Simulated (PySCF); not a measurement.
Calculation: PySCF with TPSSh-D3(BJ)/def2-TZVP // PBE-D3(BJ)/def2-SVP. Gas-phase values, no solvent. 

Reference species: [Zn(CH3)(Br)] (neutral, multiplicity 1).

```json
{
  "LUMO": "-0.95 eV",
  "coordination_number": "2",
  "charge on the central atom (meta-Löwdin)": "1.09 e",
  "charge on the central atom (Mulliken)": "0.42 e"
}
```

Changed species: [Zn(Br)2] (2 of 2 CH3 replaced by Br; the reference has 1 of 2 CH3 replaced by Br).

Question: Predict the effect on the LUMO, coordination number, charge on the central atom (meta-Löwdin) and charge on the central atom (Mulliken).

Answer: the LUMO decreases by 1.28 eV, to -2.23 eV; the coordination number stays essentially unchanged; the charge on the central atom (meta-Löwdin) rises by 0.09 e, to 1.18 e; the charge on the central atom (Mulliken) goes up by 0.12 e, to 0.54 e.
